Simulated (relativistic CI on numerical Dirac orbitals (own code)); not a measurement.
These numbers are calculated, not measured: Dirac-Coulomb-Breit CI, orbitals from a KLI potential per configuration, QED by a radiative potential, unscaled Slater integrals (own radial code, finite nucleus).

The strongest absorption lines from the ground level of an ion, among the configurations computed and to levels below about 1590 eV (vacuum wavelength in Å, gf): 11.731 (0.074), 11.888 (0.058), 16.585 (0.19), 17.172 (0.18), 92.628 (0.96), 157.27 (0.27).

(1) Which ion is it?
A. Dy XXXVIII
B. Hf XLIV
C. Dy XXXVI
D. Eu XXXV

Answers

(1) A. Dy XXXVIII has 29 electrons and the ground level 3d¹⁰4s ²S1/2; the strongest line goes to 3d¹⁰4p ²P°3/2. The pattern of lines fixes the number of electrons, and along that sequence the line energies rise steadily with the charge (about as its square where n changes within one kind of shell, about linearly where n is kept but much faster in heavy ions where fine structure, which grows about as Z⁴, sets the gap, and irregularly where shells cross), which fixes Z. Configurations outside the model, such as inner-shell arrays, can give stronger lines. At this charge energies of transitions that change n are usually good to better than 1 %, and those within a shell (Δn = 0) to a few per cent.

LS names give the leading component of a level, which can be under half, so a name can repeat, a term be missing and a line seem to break the LS rules.
